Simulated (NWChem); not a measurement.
# CHF₂O₃S, doublet; SMILES O=S(=O)(O)[C](F)F

```xyz
8

O     -1.1743    -1.2053    -0.7210
S      0.0378    -0.6912    -0.1257
O      1.3630    -1.1332    -0.4587
O     -0.1134    -0.8036     1.4832
C      0.0149     1.0896    -0.3780
F      1.0716     1.7300     0.0368
F     -1.0994     1.6745    -0.0183
H     -1.0469    -0.9813     1.6840
```
Atoms are numbered in this order, from 1.

Results from NWChem. Pople sets run with spherical d functions. Spin-unrestricted. Structure relaxed at the PBE0/def2-SVP, spin-unrestricted level. Not confirmed as a minimum by frequencies. No stability test was run on the SCF state. Total energies compare along this basis series because the functional is fixed.

```tsv
level	basis functions	energy (Ha)	highest occupied level (eV)	lowest empty minus highest occupied level, either spin (eV)	dipole (D)	<S²>
PBE0/STO-3G	40	-850.3585	-3.20	4.24	2.39	0.752
PBE0/3-21G	69	-856.7866	-7.62	4.50	3.05	0.752
PBE0/6-31G*	104	-861.4788	-7.61	4.82	2.86	0.753
PBE0/6-31+G*	132	-861.5062	-8.13	4.79	2.70	0.753
PBE0/6-311G**	140	-861.6420	-8.00	4.82	2.90	0.753
PBE0/6-311++G**	169	-861.6581	-8.23	4.78	2.70	0.753
```
